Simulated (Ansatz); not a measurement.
A run for Ansatz (a first-principles code): R-CCSD(T)/cc-pVDZ on BFH2OSe (SMILES OB(F)[SeH]), a point of a torsion scan. The run froze 17 orbitals, filled d shells among them.

Ansatz 0.2 input:
```yaml
crystal:
  periodic: [false, false, false]
  atoms:
    - {symbol: O, position_ang: [-0.99339373, -0.81004589, 0.24690929]}
    - {symbol: B, position_ang: [-0.18592968, 0.20968144, 0.00362246]}
    - {symbol: F, position_ang: [-0.63002844, 1.32043158, -0.58268848]}
    - {symbol: Se, position_ang: [1.62000273, 0.13622827, 0.68439700]}
    - {symbol: H, position_ang: [-1.91382941, -0.75358283, -0.01345446]}
    - {symbol: H, position_ang: [2.19567272, 1.05982399, -0.25777508]}
basis:
  gaussian:
    orbitals: cc-pVDZ
magnetization: {spin_polarized: false}
correlation: {method: ccsd_t, electrons: outside_noble_gas}
scf: {lower_state_search: off}
```

Program output:

```
WARN ansatz: RAYON_NUM_THREADS=1 ignored (pool sized by the plan → 1); use --threads N
Functional definition: HF
these checks for a lower state are left out or cut short: stability, starts, cluster_reference, orbital_swaps, neighbouring_geometries, increment
integrals: 0.07 GiB planned
800 factors; integrals over basis functions are off by at most 1.1e-3 eV
mean field: 0.23 GiB planned
mean field evaluation 1: about -70750.0026 eV, gradient 3.5e1 eV
mean field evaluation 2: about -70750.0798 eV, gradient 3.6e1 eV
mean field evaluation 4: about -70752.6444 eV, gradient 2.5e0 eV
mean field evaluation 8: about -70752.6780 eV, gradient 1.9e-1 eV
mean field -70752.67809964 eV, -2600.1129622741 hartree, gradient 1.0e-6 eV, S^2 0.000000; 0 other end points of the search recorded, 0 dependent functions left out
17 core orbitals not correlated
reference -70752.67809964 eV, -2600.1129622741 hartree; 12, 12 occupied and 50, 50 virtual orbitals, 800 factors
second order -15.45715328 eV of doubles, -0.00000000 eV of singles
coupled cluster: 0.16 GiB planned
cycle   1  -15.70240581 eV  change   -2.5e-1 eV  update   9.0e-2
cycle   2  -16.04767419 eV  change   -3.5e-1 eV  update   2.5e-2
cycle   3  -16.13414215 eV  change   -8.6e-2 eV  update   1.4e-2
cycle   4  -16.12904021 eV  change    5.1e-3 eV  update   2.9e-3
cycle   5  -16.12706611 eV  change    2.0e-3 eV  update   1.1e-3
cycle   6  -16.12719921 eV  change   -1.3e-4 eV  update   3.3e-4
cycle   7  -16.12704105 eV  change    1.6e-4 eV  update   9.0e-5
cycle   8  -16.12701112 eV  change    3.0e-5 eV  update   3.2e-5
cycle   9  -16.12702419 eV  change   -1.3e-5 eV  update   1.3e-5
perturbative correction -0.37168608 eV, -0.0136592115 hartree
Total energy: -70769.17680991 eV, -2600.7192786934 hartree
Checks for a lower state left out: stability, starts, cluster_reference, orbital_swaps, neighbouring_geometries, increment
```

The run converged.

Cost: around 3 core-seconds (rough).
